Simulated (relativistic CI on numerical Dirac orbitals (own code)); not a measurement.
**Sensitivity of the levels of Re12+ to α and to the nuclear radius**

These numbers are calculated, not measured: Dirac-Coulomb-Breit CI, separate exchange-only KLI orbitals for each configuration, derivatives by finite differences, unscaled Slater integrals, QED left out (own radial code, finite nucleus).

CI space (outside the closed core [Kr] 4d10): 4f13 5s2 5p2, 4f12 5s2 5p3, 4f14 5s2 5p, 4f14 5s 5p2, 4f13 5s 5p3, 4f13 5s2 5p 5d, 4f13 5p4, 4f14 5p3. Levels of other configurations are missing.

With x = (α/α₀)² − 1 an excitation energy changes as ω = ω₀ + qx; K = 2q/ω₀ is the relative enhancement. Terms are leading LS components, so labels can repeat. The field-shift factor is F = δν/δ⟨r²⟩ for the transition from the lowest level.

Lowest level 4f14 5s2 5p 2P°_1/2.

```
                Level  ω₀ (cm⁻¹)  q (cm⁻¹)  F (GHz/fm²)
 4f13 5s2 5p2 2F°_7/2    47746.9   -241000           50
 4f13 5s2 5p2 2F°_5/2    70572.0   -222300         50.9
  4f14 5s2 5p 2P°_3/2   113774.8    131000        -21.2
 4f13 5s2 5p2 4F°_9/2   146389.5    -96050         28.8
 4f13 5s2 5p2 2F°_5/2   153228.7    -94970           29
 4f13 5s2 5p2 4F°_3/2   159698.8    -80680         29.7
 4f13 5s2 5p2 2G°_7/2   159817.8    -96530           29
4f13 5s2 5p2 2H°_11/2   164144.1    -98120         29.4
 4f13 5s2 5p2 2D°_5/2   167361.6    -98930         29.8
 4f13 5s2 5p2 2P°_3/2   169253.2    -81550         26.9
 4f13 5s2 5p2 2F°_7/2   171354.4    -96510         29.5
 4f13 5s2 5p2 2G°_9/2   173928.1    -98450         29.7
 4f13 5s2 5p2 4G°_7/2   175770.7    -79040         29.8
 4f13 5s2 5p2 4G°_5/2   179162.8    -80410         29.9
 4f13 5s2 5p2 2P°_1/2   182979.3    -78840         30.2
 4f13 5s2 5p2 2H°_9/2   184120.6    -81680         30.7
 4f13 5s2 5p2 2G°_7/2   192726.9    -79400         30.4
 4f13 5s2 5p2 2D°_3/2   195057.8    -80450         30.3
 4f13 5s2 5p2 2F°_5/2   197150.7    -80160         30.5
4f12 5s2 5p3 4I°_15/2   232799.8   -348000           83
4f12 5s2 5p3 4G°_11/2   240545.8   -347000           83
 4f12 5s2 5p3 2G°_9/2   243362.0   -340200         82.1
4f12 5s2 5p3 4H°_13/2   245258.3   -343300         82.4
```

At this charge transitions that keep the count of f electrons are usually good to a few per cent. Levels and lines within the n = 5 or 6 shells can be off by up to 10 % or somewhat more, and those that change n by about 2 %, since core polarisation is missing. Levels that differ in their count of f electrons can be misplaced by several ten thousand cm⁻¹, since the correlation energy of f electrons is missing or only estimated; rates across such gaps can be off by orders of magnitude. The computed lowest level isn't the tabulated ground level, which NIST ASD gives as 4f13 5p2 4F°7/2; for such ions that label comes from theory and may be the wrong one.

Task: Which transition from the lowest level has the largest |K|?

Result: 4f13 5s2 5p2 2F°_7/2 at 47746.9 cm⁻¹, K = -10.1.
